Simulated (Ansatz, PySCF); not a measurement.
5-methylidene-2H-1,3-oxazole (C4H5NO), SMILES C=C1C=NCO1. Atoms are numbered in the order given.

```xyz
11

C      0.0680     2.1074     0.0000
C      0.0180     0.7715     0.0000
C     -1.1631    -0.1217     0.0000
N     -0.8405    -1.3530     0.0000
C      0.6030    -1.4023     0.0000
O      1.0936    -0.0599     0.0000
H     -0.8616     2.6788     0.0000
H      1.0219     2.6379     0.0000
H     -2.2019     0.2259     0.0000
H      0.9688    -1.9297    -0.8980
H      0.9688    -1.9297     0.8980
```

The structure is a stationary point at ωB97X-D3(BJ)/def2-SVP. One conformer was computed; it need not be the lowest.

Two levels are set side by side: PBE-D3(BJ)/def2-SVP (Ansatz, a quantum-chemistry and plane-wave program) and ωB97X-D3(BJ)/def2-SVP (PySCF). Each level has its own optimised geometry; the coordinates shown are those of the second. Frequencies come from the Hessian of PySCF at each geometry. Differences are taken from unrounded values.

```json
[
 {"quantity": "mean bond length (Å)", "ωB97X-D3(BJ)": "1.255", "PBE-D3(BJ)": "1.263", "PBE-D3(BJ) minus ωB97X-D3(BJ)": "0.008"},
 {"quantity": "bond C1–C2 (Å)", "ωB97X-D3(BJ)": "1.337", "PBE-D3(BJ)": "1.354", "PBE-D3(BJ) minus ωB97X-D3(BJ)": "0.017"},
 {"quantity": "bond C2–C3 (Å)", "ωB97X-D3(BJ)": "1.481", "PBE-D3(BJ)": "1.470", "PBE-D3(BJ) minus ωB97X-D3(BJ)": "-0.010"},
 {"quantity": "bond C2–O6 (Å)", "ωB97X-D3(BJ)": "1.359", "PBE-D3(BJ)": "1.367", "PBE-D3(BJ) minus ωB97X-D3(BJ)": "0.008"},
 {"quantity": "bond C3–N4 (Å)", "ωB97X-D3(BJ)": "1.273", "PBE-D3(BJ)": "1.291", "PBE-D3(BJ) minus ωB97X-D3(BJ)": "0.018"},
 {"quantity": "bond N4–C5 (Å)", "ωB97X-D3(BJ)": "1.444", "PBE-D3(BJ)": "1.439", "PBE-D3(BJ) minus ωB97X-D3(BJ)": "-0.005"},
 {"quantity": "bond C5–O6 (Å)", "ωB97X-D3(BJ)": "1.429", "PBE-D3(BJ)": "1.445", "PBE-D3(BJ) minus ωB97X-D3(BJ)": "0.016"},
 {"quantity": "bond C1–H7 (Å)", "ωB97X-D3(BJ)": "1.091", "PBE-D3(BJ)": "1.098", "PBE-D3(BJ) minus ωB97X-D3(BJ)": "0.006"},
 {"quantity": "bond C1–H8 (Å)", "ωB97X-D3(BJ)": "1.092", "PBE-D3(BJ)": "1.098", "PBE-D3(BJ) minus ωB97X-D3(BJ)": "0.006"},
 {"quantity": "bond C3–H9 (Å)", "ωB97X-D3(BJ)": "1.095", "PBE-D3(BJ)": "1.103", "PBE-D3(BJ) minus ωB97X-D3(BJ)": "0.007"},
 {"quantity": "bond C5–H10 (Å)", "ωB97X-D3(BJ)": "1.104", "PBE-D3(BJ)": "1.115", "PBE-D3(BJ) minus ωB97X-D3(BJ)": "0.011"},
 {"quantity": "bond C5–H11 (Å)", "ωB97X-D3(BJ)": "1.104", "PBE-D3(BJ)": "1.115", "PBE-D3(BJ) minus ωB97X-D3(BJ)": "0.011"},
 {"quantity": "highest harmonic wavenumber (cm⁻¹)", "ωB97X-D3(BJ)": "3311", "PBE-D3(BJ)": "3220", "PBE-D3(BJ) minus ωB97X-D3(BJ)": "-91"},
 {"quantity": "mean harmonic wavenumber (cm⁻¹)", "ωB97X-D3(BJ)": "1421", "PBE-D3(BJ)": "1356", "PBE-D3(BJ) minus ωB97X-D3(BJ)": "-66"},
 {"quantity": "zero-point energy (kcal/mol)", "ωB97X-D3(BJ)": "54.85", "PBE-D3(BJ)": "52.32", "PBE-D3(BJ) minus ωB97X-D3(BJ)": "-2.53"}
]
```

Exact exchange shortens and stiffens bonds; PBE has none. Differences between two approximate levels are no errors against the true value.
